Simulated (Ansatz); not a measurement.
**Molecular dynamics of AlCl$_{3}$FH$_{3}$OZr**

Input:

```yaml
crystal:
  periodic: [false, false, false]
  atoms:
    - { symbol: Zr, position_ang: [0.133455, -0.320815, -0.130901] }
    - { symbol: Cl, position_ang: [0.978988, 0.23961, 2.497484] }
    - { symbol: Cl, position_ang: [2.015754, 0.68911, -1.154242] }
    - { symbol: F, position_ang: [-1.31133, 0.85057, 0.216627] }
    - { symbol: Cl, position_ang: [-0.837796, -1.663898, -1.854873] }
    - { symbol: O, position_ang: [0.496082, -1.947366, 1.024644] }
    - { symbol: Al, position_ang: [0.472057, -3.692484, 0.992403] }
    - { symbol: H, position_ang: [1.33744, -4.399817, -0.101907] }
    - { symbol: H, position_ang: [-0.359385, -4.390883, 2.121319] }
    - { symbol: H, position_ang: [0.803135, -1.121126, 2.028051] }
basis:
  gaussian: { orbitals: def2-SVP }
hamiltonian:
  xc: hf
md:
  timestep: 0.5
  n_steps: 200
  ensemble: nve
  temperature: 100.0
  initial_velocities: maxwell_boltzmann
  seed: 2610
```

Command:

```bash
$ ansatz run input.yaml --threads 4 --pin off --max-ram 5120MiB --backend cpu --events-out ev --progress --plain --runs-dir out
```

It starts at the highest image of a converged band. Of that band: A vibrational analysis at the climbing image gives 2 clearly imaginary modes (1178i, 47i cm⁻¹): a point of higher order. A lower path may pass nearby, or the ends, which weren't checked, may share the extra mode.

Output, in part (one step line in 4, the closing report, with atoms numbered from 0):

```
md step     0: t =     0.00 fs  T =   100.0 K  F+E_penalty+E_count = -50142.67659104 eV  E_kin = 0.103408 eV  conserved = -50142.57318304 eV  (39 SCF iters)
md step     4: t =     2.00 fs  T =    95.6 K  F+E_penalty+E_count = -50142.67199979 eV  E_kin = 0.098844 eV  conserved = -50142.57315562 eV  (40 SCF iters)
md step     8: t =     4.00 fs  T =    88.9 K  F+E_penalty+E_count = -50142.66506616 eV  E_kin = 0.091944 eV  conserved = -50142.57312179 eV  (40 SCF iters)
md step    12: t =     6.00 fs  T =    87.2 K  F+E_penalty+E_count = -50142.66325724 eV  E_kin = 0.090120 eV  conserved = -50142.57313716 eV  (40 SCF iters)
md step    16: t =     8.00 fs  T =    87.5 K  F+E_penalty+E_count = -50142.66360172 eV  E_kin = 0.090441 eV  conserved = -50142.57316120 eV  (40 SCF iters)
md step    20: t =    10.00 fs  T =    85.4 K  F+E_penalty+E_count = -50142.66144121 eV  E_kin = 0.088308 eV  conserved = -50142.57313303 eV  (40 SCF iters)
md step    24: t =    12.00 fs  T =    87.1 K  F+E_penalty+E_count = -50142.66312633 eV  E_kin = 0.090028 eV  conserved = -50142.57309802 eV  (40 SCF iters)
md step    28: t =    14.00 fs  T =    99.6 K  F+E_penalty+E_count = -50142.67617629 eV  E_kin = 0.103042 eV  conserved = -50142.57313386 eV  (39 SCF iters)
md step    32: t =    16.00 fs  T =   116.9 K  F+E_penalty+E_count = -50142.69407688 eV  E_kin = 0.120904 eV  conserved = -50142.57317275 eV  (39 SCF iters)
md step    36: t =    18.00 fs  T =   132.3 K  F+E_penalty+E_count = -50142.70993180 eV  E_kin = 0.136792 eV  conserved = -50142.57313969 eV  (40 SCF iters)
md step    40: t =    20.00 fs  T =   152.0 K  F+E_penalty+E_count = -50142.73030321 eV  E_kin = 0.157168 eV  conserved = -50142.57313533 eV  (40 SCF iters)
md step    44: t =    22.00 fs  T =   176.4 K  F+E_penalty+E_count = -50142.75559605 eV  E_kin = 0.182410 eV  conserved = -50142.57318573 eV  (40 SCF iters)
md step    48: t =    24.00 fs  T =   196.2 K  F+E_penalty+E_count = -50142.77611268 eV  E_kin = 0.202937 eV  conserved = -50142.57317533 eV  (39 SCF iters)
md step    52: t =    26.00 fs  T =   213.0 K  F+E_penalty+E_count = -50142.79341837 eV  E_kin = 0.220261 eV  conserved = -50142.57315751 eV  (64 SCF iters)
md step    56: t =    28.00 fs  T =   230.4 K  F+E_penalty+E_count = -50142.81137305 eV  E_kin = 0.238213 eV  conserved = -50142.57316013 eV  (40 SCF iters)
md step    60: t =    30.00 fs  T =   249.5 K  F+E_penalty+E_count = -50142.83115425 eV  E_kin = 0.258031 eV  conserved = -50142.57312281 eV  (40 SCF iters)
md step    64: t =    32.00 fs  T =   274.3 K  F+E_penalty+E_count = -50142.85688594 eV  E_kin = 0.283680 eV  conserved = -50142.57320618 eV  (40 SCF iters)
md step    68: t =    34.00 fs  T =   291.0 K  F+E_penalty+E_count = -50142.87408890 eV  E_kin = 0.300894 eV  conserved = -50142.57319443 eV  (40 SCF iters)
md step    72: t =    36.00 fs  T =   303.4 K  F+E_penalty+E_count = -50142.88688634 eV  E_kin = 0.313719 eV  conserved = -50142.57316747 eV  (39 SCF iters)
md step    76: t =    38.00 fs  T =   324.7 K  F+E_penalty+E_count = -50142.90906045 eV  E_kin = 0.335810 eV  conserved = -50142.57325029 eV  (40 SCF iters)
md step    80: t =    40.00 fs  T =   340.2 K  F+E_penalty+E_count = -50142.92504848 eV  E_kin = 0.351803 eV  conserved = -50142.57324510 eV  (40 SCF iters)
md step    84: t =    42.00 fs  T =   346.8 K  F+E_penalty+E_count = -50142.93183099 eV  E_kin = 0.358603 eV  conserved = -50142.57322828 eV  (40 SCF iters)
md step    88: t =    44.00 fs  T =   347.4 K  F+E_penalty+E_count = -50142.93243029 eV  E_kin = 0.359201 eV  conserved = -50142.57322905 eV  (40 SCF iters)
md step    92: t =    46.00 fs  T =   345.2 K  F+E_penalty+E_count = -50142.93014967 eV  E_kin = 0.356984 eV  conserved = -50142.57316603 eV  (40 SCF iters)
md step    96: t =    48.00 fs  T =   351.0 K  F+E_penalty+E_count = -50142.93625160 eV  E_kin = 0.363013 eV  conserved = -50142.57323825 eV  (40 SCF iters)
md step   100: t =    50.00 fs  T =   352.6 K  F+E_penalty+E_count = -50142.93786814 eV  E_kin = 0.364642 eV  conserved = -50142.57322593 eV  (40 SCF iters)
md step   104: t =    52.00 fs  T =   352.6 K  F+E_penalty+E_count = -50142.93774939 eV  E_kin = 0.364646 eV  conserved = -50142.57310357 eV  (40 SCF iters)
md step   108: t =    54.00 fs  T =   365.0 K  F+E_penalty+E_count = -50142.95066724 eV  E_kin = 0.377487 eV  conserved = -50142.57318073 eV  (40 SCF iters)
md step   112: t =    56.00 fs  T =   378.1 K  F+E_penalty+E_count = -50142.96417724 eV  E_kin = 0.391013 eV  conserved = -50142.57316436 eV  (40 SCF iters)
md step   116: t =    58.00 fs  T =   392.1 K  F+E_penalty+E_count = -50142.97859571 eV  E_kin = 0.405427 eV  conserved = -50142.57316882 eV  (41 SCF iters)
md step   120: t =    60.00 fs  T =   405.9 K  F+E_penalty+E_count = -50142.99286965 eV  E_kin = 0.419690 eV  conserved = -50142.57317939 eV  (40 SCF iters)
md step   124: t =    62.00 fs  T =   419.8 K  F+E_penalty+E_count = -50143.00716868 eV  E_kin = 0.434056 eV  conserved = -50142.57311239 eV  (40 SCF iters)
md step   128: t =    64.00 fs  T =   443.2 K  F+E_penalty+E_count = -50143.03148956 eV  E_kin = 0.458283 eV  conserved = -50142.57320628 eV  (41 SCF iters)
md step   132: t =    66.00 fs  T =   460.5 K  F+E_penalty+E_count = -50143.04935019 eV  E_kin = 0.476160 eV  conserved = -50142.57319055 eV  (41 SCF iters)
md step   136: t =    68.00 fs  T =   473.4 K  F+E_penalty+E_count = -50143.06266131 eV  E_kin = 0.489535 eV  conserved = -50142.57312624 eV  (40 SCF iters)
md step   140: t =    70.00 fs  T =   493.2 K  F+E_penalty+E_count = -50143.08320680 eV  E_kin = 0.510014 eV  conserved = -50142.57319302 eV  (40 SCF iters)
md step   144: t =    72.00 fs  T =   509.4 K  F+E_penalty+E_count = -50143.09988338 eV  E_kin = 0.526711 eV  conserved = -50142.57317241 eV  (40 SCF iters)
md step   148: t =    74.00 fs  T =   522.7 K  F+E_penalty+E_count = -50143.11372156 eV  E_kin = 0.540523 eV  conserved = -50142.57319844 eV  (40 SCF iters)
md step   152: t =    76.00 fs  T =   529.1 K  F+E_penalty+E_count = -50143.12040061 eV  E_kin = 0.547174 eV  conserved = -50142.57322647 eV  (40 SCF iters)
md step   156: t =    78.00 fs  T =   530.4 K  F+E_penalty+E_count = -50143.12160934 eV  E_kin = 0.548452 eV  conserved = -50142.57315781 eV  (41 SCF iters)
md step   160: t =    80.00 fs  T =   537.3 K  F+E_penalty+E_count = -50143.12885446 eV  E_kin = 0.555607 eV  conserved = -50142.57324786 eV  (40 SCF iters)
md step   164: t =    82.00 fs  T =   534.5 K  F+E_penalty+E_count = -50143.12590879 eV  E_kin = 0.552675 eV  conserved = -50142.57323359 eV  (40 SCF iters)
md step   168: t =    84.00 fs  T =   524.0 K  F+E_penalty+E_count = -50143.11506830 eV  E_kin = 0.541906 eV  conserved = -50142.57316234 eV  (40 SCF iters)
md step   172: t =    86.00 fs  T =   518.8 K  F+E_penalty+E_count = -50143.10967036 eV  E_kin = 0.536460 eV  conserved = -50142.57321038 eV  (40 SCF iters)
md step   176: t =    88.00 fs  T =   512.9 K  F+E_penalty+E_count = -50143.10358807 eV  E_kin = 0.530415 eV  conserved = -50142.57317299 eV  (40 SCF iters)
md step   180: t =    90.00 fs  T =   511.2 K  F+E_penalty+E_count = -50143.10178094 eV  E_kin = 0.528574 eV  conserved = -50142.57320724 eV  (40 SCF iters)
md step   184: t =    92.00 fs  T =   507.7 K  F+E_penalty+E_count = -50143.09825457 eV  E_kin = 0.525049 eV  conserved = -50142.57320559 eV  (40 SCF iters)
md step   188: t =    94.00 fs  T =   504.6 K  F+E_penalty+E_count = -50143.09496785 eV  E_kin = 0.521838 eV  conserved = -50142.57312999 eV  (40 SCF iters)
md step   192: t =    96.00 fs  T =   512.9 K  F+E_penalty+E_count = -50143.10364580 eV  E_kin = 0.530411 eV  conserved = -50142.57323496 eV  (40 SCF iters)
md step   196: t =    98.00 fs  T =   515.4 K  F+E_penalty+E_count = -50143.10621811 eV  E_kin = 0.533006 eV  conserved = -50142.57321227 eV  (40 SCF iters)
md step   200: t =   100.00 fs  T =   514.3 K  F+E_penalty+E_count = -50143.10499834 eV  E_kin = 0.531830 eV  conserved = -50142.57316801 eV  (67 SCF iters)
Total energy: -50143.10499834 eV, -1842.7251204718 hartree
Atom 0 at     0.093756    -0.522079    -0.324961 Å, force     0.331431    -0.610233     0.787360 eV/Å
Atom 1 at     1.027128     0.731153     2.856562 Å, force     0.233349    -0.528658     0.115884 eV/Å
Atom 2 at     2.079052     0.687796    -0.930590 Å, force    -0.205741    -0.238829    -0.083516 eV/Å
Atom 3 at    -1.091219     0.677596     0.557404 Å, force    -0.085722    -0.239067    -0.247720 eV/Å
Atom 4 at    -1.100041    -1.400456    -2.193217 Å, force     0.083204     0.131884    -0.019467 eV/Å
Atom 5 at     0.510751    -2.125255     0.705983 Å, force    -0.272884     0.344006    -0.378539 eV/Å
Atom 6 at     0.602106    -3.792656     1.205783 Å, force     0.240662     0.705992     0.173726 eV/Å
Atom 7 at     0.117290    -4.895421     0.217283 Å, force    -0.074052    -0.093377    -0.087692 eV/Å
Atom 8 at     1.224462    -4.088514     2.642466 Å, force    -0.147913     0.099565    -0.268534 eV/Å
Atom 9 at     1.473338    -0.454506     3.078322 Å, force    -0.102334     0.428718     0.008500 eV/Å
Dipole moment:     0.179426    -0.637910     0.472717 e Å
```

The run went to its last step. The conserved energy stayed within 0.0089 meV per atom of its start (net change 0.0015 meV per atom), so the integration is sound. The kinetic energy rose, since the run started high on the potential surface and went downhill. It ends in pieces (AlCl2FH2OZr + ClH), so much of that is their flight and rotation, not heat. A run of 0.1 ps of so small a system gives no equilibrium averages. The orbitals stay closed-shell, which can raise the energy where a bond breaks towards radicals; this wasn't checked here.

Between its relaxed ends the band would form Cl2–H10 and break Zr1–Cl2, Cl5–Al7, O6–H10. These pairs go: Cl2–H10 1.45 → 1.29 Å, Zr1–Cl2 2.82 → 3.54 Å, Cl5–Al7 3.73 → 4.49 Å, O6–H10 1.34 → 3.06 Å. In the last frame they stand as after the step (other bonds may differ from the relaxed reactants and products). Also parted: Zr1–H10 2.40 → 3.67 Å. It ends as AlCl2FH2OZr + ClH. Pairs count as bonded within 1.25 times the sum of covalent radii (0.12 Å more for H–H).

Last frame:

```xyz
10
Properties=species:S:1:pos:R:3
Zr 0.094 -0.522 -0.325
Cl 1.027 0.731 2.857
Cl 2.079 0.688 -0.931
F -1.091 0.678 0.557
Cl -1.100 -1.401 -2.193
O 0.511 -2.125 0.706
Al 0.602 -3.793 1.206
H 0.117 -4.895 0.217
H 1.224 -4.088 2.643
H 1.473 -0.455 3.078
```

Run time: 5.7 min on 4 threads of INTEL(R) XEON(R) PLATINUM 8581C CPU @ 2.10GHz (Emerald Rapids), with other jobs on the host, peak memory 0.48 GiB.
